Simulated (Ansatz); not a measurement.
Reaction (germylene formation by 1,1-elimination): `[F][Ge]([F])([Cl])[Cl]` → Cl₂ + `[F][Ge][F]`

Isolated molecules relaxed with PBE0-D4/def2-TZVP in Ansatz; ΔE leaves out vibrations. CCSD(T)/CBS is the MP2 limit (def2-TZVPP, def2-QZVPP) plus CCSD(T) − MP2 in def2-TZVPP, frozen cores. This one scheme is used for every species. Functionals use def2-TZVPP. For Ge outer-core shells are correlated without core-valence functions, which leaves a few kJ/mol of doubt a bond. Scalar relativity is left out up to krypton.

`[F][Ge]([F])([Cl])[Cl]`:

```xyz
5

F     1.539    0.742    0.309
Ge    0.011    0.040    0.031
F    -1.094    0.909    0.995
Cl    0.045   -1.962    0.653
Cl   -0.501    0.272   -1.989
```

Cl₂:

Z-matrix (Å, degrees):
```
Cl
Cl 1 1.982
```

`[F][Ge][F]`:

Cartesian coordinates in Å:
```
F 0.577 0.570 1.097
Ge 0.572 -0.151 -0.491
F -1.148 -0.420 -0.606
```

CCSD(T)/CBS gives +3.45 eV.

(1) Another level gave +3.46 eV. Which?
A. r2SCANh/def2-TZVPP
B. PBE0/def2-TZVPP
C. ωB97X-V/def2-TZVPP
D. MP2/def2-TZVPP

Largest T1 diagnostic among the species: 0.015.

## Answers

(1) B. PBE0 3.46, r2SCANh 3.70, MP2/def2-TZVPP 3.93, ωB97X-V 3.57 eV.

From BLYP to BHLYP (50 % exact exchange), in def2-TZVPP and without D4, ΔE moves by +0.79 eV. Leaving LDA and LC-ωPBE aside and taking each functional with its dispersion term where it has one, the values, not all of them listed here, spread over 1.01 eV, from BLYP-D4 to PBE-QIDH. LDA lies +0.38 eV from PBE without D4.
